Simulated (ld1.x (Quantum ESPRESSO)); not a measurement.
Pseudopotential generation for indium (In): PAW, LDA (PZ), scalar-relativistic.

Input for ld1.x (Quantum ESPRESSO) 7.5:

```
&input
   title='In', zed=49., rel=1, dft='PZ', iswitch=3,
   config='[Kr] 4d10 5s2 5p0.5 5d-2',
   nld=3, rlderiv=3.15, eminld=-3.0, emaxld=5.0, deld=0.02
 /
 &inputp
   pseudotype=3, lpaw=.true., tm=.true., lloc=-2, rcloc=1.55,
   nlcc=.true., new_core_ps=.true.,
   which_augfun='BESSEL', rmatch_augfun=1.50,
   file_pseudopw='In.UPF', file_wfcaegen='ae.wfc', file_wfcncgen='nc.wfc', file_beta='beta', file_chi='chi', file_wfcusgen='us.wfc'
 /
5
5S  1  0   2.00   0.00  1.55  1.90  0.0
5S  1  0   0.00   0.45  1.55  1.90  0.0
5P  2  1   0.50   0.00  2.35  2.90  0.0
5P  2  1   0.00   0.85  2.35  2.90  0.0
5D  3  2  -2.00   0.40  1.65  2.25  0.0
 &test
   configts(1)='5s2 5p0.5'
 /
```

Command:

```bash
ld1.x < In.in > In.out
```

Resulting log (shortened: banner, matrices, multipoles, cross overlaps and the repeated all-electron block are left out):

```
[... start of the log left out ...]
     s(4P/4P) =  1.000000  <r> =   0.9216  <r2> =    0.9730  r(max) =   0.8152
     s(3D/3D) =  1.000000  <r> =   0.3246  <r2> =    0.1252  r(max) =   0.2581
     s(4D/4D) =  1.000000  <r> =   1.1834  <r2> =    1.6840  r(max) =   0.9354
     s(5S/5S) =  1.000000  <r> =   2.5312  <r2> =    7.3160  r(max) =   2.1344
     s(5P/5P) =  1.000000  <r> =   3.3600  <r2> =   13.0837  r(max) =   2.7066

     ------------------------ End of All-electron run ------------------------

     --------------------- Generating PAW atomic setup --------------------

      Generating local potential from pseudized AE potential:
      Matching radius rcloc =   1.5500
      Enforcing V''(0)=0 (lloc=-2)

      Local pseudo, rcloc= 1.542 Estimated cut-off energy=    13.56 Ry

      Computing core charge for nlcc:

       r > 1.96 : true rho core
      Core charge pseudized with two Bessel functions
      Integrated core pseudo-charge :  10.75
      Wfc-us  5S rcutus= 1.884  Estimated cut-off energy=    11.88 Ry
      Wfc-us  5S rcutus= 1.884  Estimated cut-off energy=    13.52 Ry
      Wfc-us  5P rcutus= 2.881  Estimated cut-off energy=     9.11 Ry
      Wfc-us  5P rcutus= 2.881  Estimated cut-off energy=    12.87 Ry
      Wfc-us  5D rcutus= 2.244  Estimated cut-off energy=    19.75 Ry

     Required augmentation: BESSEL   radius:    1.500000
     Suggested rho cutoff for augmentation:  43.89 Ry

 %%%%%%%%%%%%%%%%%%%%%%%%%%%%%%%%%%%%%%%%%%%%%%%%%%%%%%%%%%%%%%%%%%%%%%%%%%%%%%
     Error in routine new_paw_hamiltonian (1):
     negative rho
 %%%%%%%%%%%%%%%%%%%%%%%%%%%%%%%%%%%%%%%%%%%%%%%%%%%%%%%%%%%%%%%%%%%%%%%%%%%%%%

     stopping ...
```

The run stopped because the spherical valence density built from the smooth waves and the augmentation charge turned negative at some radius.

The run took about 0.19 s on one core of a shared server CPU.
